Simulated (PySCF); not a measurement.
1,1-dimethylcyclopropane (C5H10), SMILES CC1(CC1)C.

Geometry: PBE0-D3(BJ)/def2-SVP.

Computed with PBE/def2-TZVP (PySCF).

Symmetry labels are those of the subgroup C2v that the program uses (full group C2v).

Problem. List the valence orbital energies around the gap with their symmetry. (The exact figures need the calculation; the answer reports its results.)

Solution. 
```csv
orbital,symmetry,energy (eV)
HOMO−7,B1,-10.31
HOMO−6,A1,-9.63
HOMO−5,A2,-9.29
HOMO−4,B2,-8.95
HOMO−3,A2,-8.42
HOMO−2,B2,-8.14
HOMO−1,A1,-6.82
HOMO,B1,-6.33
LUMO,A1,0.48
LUMO+1,B2,1.30
LUMO+2,A1,1.53
LUMO+3,B1,1.68
```
